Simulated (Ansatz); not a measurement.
# Relaxing a trial structure of C2H7NSSi2

The starting geometry of this gas-phase singlet was optimised with GFN2-xTB; its bonds are those of `C#CN([SiH3])[SiH2]S`.

```xyz
13

C     0.2364   -4.0148    1.5644
C     0.1875   -3.0321    0.8812
N     0.1127   -1.9282    0.1184
S    -1.3852    0.2167   -1.5991
Si    1.6655   -1.1631   -0.2183
Si   -1.4950   -1.5692   -0.4180
H     0.2991   -4.8706    2.1628
H     1.3497    0.0975   -0.8715
H     2.3198   -0.9878    1.0782
H     2.4276   -2.0718   -1.0778
H    -2.0094   -2.6397   -1.2698
H    -2.3605   -1.3051    0.7298
H    -2.6811    0.2532   -1.8659
```

**Question.** Predict what it relaxes into with r2SCAN-D4/def2-SVP.

**Answer.** It keeps its bonds, and is `C#CN([SiH3])[SiH2]S`.

The energy falls by 0.30 eV over 58 steps:

| step | E − E(last) (eV) |
| --- | --- |
| 1 | 0.298 |
| 7 | 0.143 |
| 14 | 0.103 |
| 20 | 0.071 |
| 26 | 0.059 |
| 33 | 0.024 |
| 39 | 0.009 |
| 45 | 0.004 |
| 52 | 0.001 |
| 58 | 0.000 |

Final geometry (Å):

```yaml
atoms:
  - { symbol: C, position_ang: [0.1640, -4.2757, 0.3164] }
  - { symbol: C, position_ang: [0.1217, -3.0574, 0.3125] }
  - { symbol: N, position_ang: [0.0622, -1.7085, 0.2926] }
  - { symbol: S, position_ang: [-1.9938, -1.1692, -2.2037] }
  - { symbol: Si, position_ang: [1.6124, -0.8400, 0.3728] }
  - { symbol: Si, position_ang: [-1.5164, -1.0141, -0.1197] }
  - { symbol: H, position_ang: [0.2050, -5.3472, 0.3447] }
  - { symbol: H, position_ang: [1.2764, 0.6101, 0.3665] }
  - { symbol: H, position_ang: [2.3157, -1.2190, 1.6295] }
  - { symbol: H, position_ang: [2.4687, -1.1828, -0.7979] }
  - { symbol: H, position_ang: [-2.5206, -1.7333, 0.7067] }
  - { symbol: H, position_ang: [-1.4504, 0.4419, 0.1642] }
  - { symbol: H, position_ang: [-2.0777, -2.5199, -2.1703] }
```

The end wasn't checked by frequencies. Run with Ansatz 0.2.0, 2.5 min on 2 threads of Intel(R) Xeon(R) 6975P-C (Granite Rapids), on a shared host.
